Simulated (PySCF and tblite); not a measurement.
Results of a calculation; reference values are marked as such.
C₇H₁₂OS, numbered as in [CH2:1]=[C:2]([CH3:3])[C@H:4]1[CH2:5][C@H:6]1[S@:7]([CH3:8])=[O:9].

Free energies: PBE0-D3(BJ)/pcSseg-1 on GFN2-xTB structures plus GFN2-xTB thermal terms, symmetry and mirror images included. Conformers within 2.5 kcal/mol (GFN2-xTB free energy) were kept, 4 at most. Programs: PySCF with density fitting and tblite.

Rotational constants are equilibrium values for the commonest isotopes; dipoles come from the energy level named.

Torsions listed: C3–C2–C4–C5, C4–C6–S7–O9.

```json
{"conformer": "1", "shape": "-148°, 102°", "symmetry": "C1", "weight %": "82.5"}
{"conformer": "2", "shape": "2°, -45°", "symmetry": "C1", "weight %": "15.8"}
{"conformer": "3", "shape": "68°, 107°", "symmetry": "C1", "weight %": "1.7"}
```

Sets of constants, in random order:

```tsv
set	A (MHz)	B (MHz)	C (MHz)	abs μa (D)	abs μb (D)	abs μc (D)
P	2485	966	799	1.57	3.64	1.15
Q	2157	1078	887	0.33	3.49	0.34
R	1902	1144	1049	0.37	0.04	3.19
```

Task: Match each set to its conformer.

Result: P is conformer 3, Q is conformer 1, R is conformer 2.


Conformer gaps in pcSseg-1 on xTB geometries can be 2 kcal/mol off for S=O, P=O and other polar bonds.